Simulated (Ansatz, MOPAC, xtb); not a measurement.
Spectroscopic constants of F₂+, multiplicity 2 (lowest of 2S+1 = 2, 4 at CCSD(T)/def2-TZVPP on PBE0 minima; our sources give no spin for the ground state, which may be another).

The constants come from a fifth-degree fit in 1/R (seven points, main isotopes). In def2 and cc sets the state is the lowest found near the PBE0 minimum, followed along R.

Frozen-core correlation. CBS(a, b) extrapolates the correlation energy as X⁻³ and adds the Hartree–Fock energy of set b. The state that PM6 reach isn't checked.

The values were computed with Ansatz (an electronic-structure program); MOPAC for PM6 (differences of heats of formation); xtb for the GFN methods. Values without a source in brackets are computed. The GFN methods have no spin term and hold the electronic entropy of 300 K.

```csv
level,r_e (Å),ω_e (cm⁻¹),ω_e x_e (cm⁻¹)
PM6,1.349,1065,13
GFN1-xTB,1.298,1090,6.5
B97M-V/def2-TZVPP,1.291,1233,7.8
B2PLYP/def2-TZVPP,1.317,1072,12
CCSD/def2-TZVPP,1.289,?,8.0
CCSD(T)/aug-cc-pVTZ,1.314,1116,9.0
CCSD(T)/def2-TZVPP,1.312,1116,8.9
"CCSD(T)/CBS(aug-cc-pVTZ, aug-cc-pVQZ)",?,?,9.0
```

### Question
What belongs in the gaps?

### Answer

- CCSD(T)/CBS(aug-cc-pVTZ, aug-cc-pVQZ), r_e (Å): 1.305
- CCSD(T)/CBS(aug-cc-pVTZ, aug-cc-pVQZ), ω_e (cm⁻¹): 1127
- CCSD/def2-TZVPP, ω_e (cm⁻¹): 1224

Doubts at one or more of the structures used: other coupled-cluster roots lie near (CCSD/def2-TZVPP, CCSD(T)/aug-cc-pVTZ, CCSD(T)/def2-TZVPP, CCSD(T)/CBS(aug-cc-pVTZ, aug-cc-pVQZ)).
